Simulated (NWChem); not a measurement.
ClC=C=CCl (C3H2Cl2), optimised at PBE0/def2-SVP with NWChem:

- highest occupied level (eV): -7.71
- orbital gap (eV): 6.87
- dipole (D): 1.36
- highest harmonic frequency (cm⁻¹): 3209
- zero-point energy (kcal/mol): 24.3

### Question
One H atom is replaced by F, giving FC(Cl)=C=CCl (C$_{3}$HCl$_{2}$F), optimised at the same level. How do these values move?

### Answer
```
quantity                           new value  change
---------------------------------  ---------  ------
highest occupied level (eV)            -7.73   -0.02
orbital gap (eV)                        6.54   -0.33
dipole (D)                              1.16   -0.20
highest harmonic frequency (cm⁻¹)       3201      -8
zero-point energy (kcal/mol)            19.7    -4.6
```
